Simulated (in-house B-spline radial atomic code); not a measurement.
Results of a calculation; reference values are marked as such.
**Two electrons in InAs: a spherical dot of radius 31.5 nm with hard walls with an ionised donor at its centre**

For InAs the NSM archive of the Ioffe Institute lists m* = 0.023 m0 and ε = 15.15. Real donors also feel a central-cell potential, which shifts the ground state. In so narrow a gap the band flattens within tens of meV, so real spacings are smaller, by up to some tenths.

Effective-mass model with parabolic bands, a uniform dielectric constant, no image charges, no central-cell or spin-orbit terms. Two-electron levels come from full CI in B-splines with partial waves to l = 5 (up to 0.001 effective hartree above the limit).

What are the effective units, and what is the potential in them?

Ha* = 27211.386 meV × 0.023/15.15² = 2.727 meV and a* = 0.0529177 nm × 15.15/0.023 = 34.86 nm. The radius is R = 0.903 a*, with −1/r added.

In these units the lowest s and p orbitals lie at 3.2307 and 10.3098, and their Coulomb and exchange integrals are J_ss = 2.0994, J_sp = 1.8436 and K_sp = 0.3908. Full CI gives 8.4930 for the ground singlet, 14.9786 for the sp triplet, 15.7072 for the sp singlet and 25.6104 for the lowest triplet of two s orbitals.

What does it cost to add the second electron, to first order and exactly?

To first order E = 2ε_s + J_ss = 8.5608, so the charging energy E(2) − 2E(1) is J_ss = 5.725 meV. CI gives 8.4930 − 2 × (3.2307) = 2.0315, or 5.54 meV: relaxation and correlation lower it by 0.1851 meV, 3.2 % of J_ss. The s² configuration of one-electron orbitals holds 99.6 % of the state, and the mean radius is 15.1 nm.

How far above the singlet do the triplets lie?

To first order the sp triplet lies at ε_s + ε_p + J_sp − K_sp = 14.9934, which is 17.54 meV above 2ε_s + J_ss. CI gives 14.9786 − (8.4930) = 6.4857, or 17.69 meV, 92 % of the orbital spacing of 19.3 meV. The ss triplet lies 46.68 meV up, so the lower of the two is the sp one, and its gap equals k_BT at 205 K. The sp singlet-triplet splitting is 1.987 meV, against 2K_sp = 2.131 meV.
